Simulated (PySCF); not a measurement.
**Radial density of Pm (promethium, neutral)**

UHF, [Xe] 4f5 6s2, one real determinant. Calculation: PySCF 2.14, in cc-pVDZ-X2C (8s7p5d3f1g, 84 functions); scalar relativity by spin-free X2C-1e.

```
r (bohr)  4πr²ρ (e/bohr)  4πr²(ρα − ρβ)
  0.0179           80.75         0.0024
  0.0302           70.48         0.0055
  0.0508           91.83         0.0102
  0.0854           101.5         0.0042
   0.144           80.02         0.1028
   0.242           83.97         0.8822
   0.406           35.88         3.4856
   0.683           36.79         5.1402
    1.15           11.75         2.9766
    1.93           4.802         0.5341
    3.25          0.7916         0.0261
    5.47          0.3590        -0.0036
    9.20         0.02942        -0.0028
    15.5       7.679e-05         0.0000
```

Densities and radii are taken from the X2C orbitals without a picture-change correction, which distorts them close to the nucleus.

⟨L²⟩ = 24.02 against 30 for a pure H term, so this real determinant mixes terms. Spin-orbit coupling, absent here, splits the open shell strongly.

Task: Where is the radial spin density 4πr²(ρα − ρβ) most negative, and why is it negative at all?

Result: Around r = 5.47 bohr, down to -0.0036 e/bohr: exchange with the open shell polarises the paired shells in an unrestricted calculation.
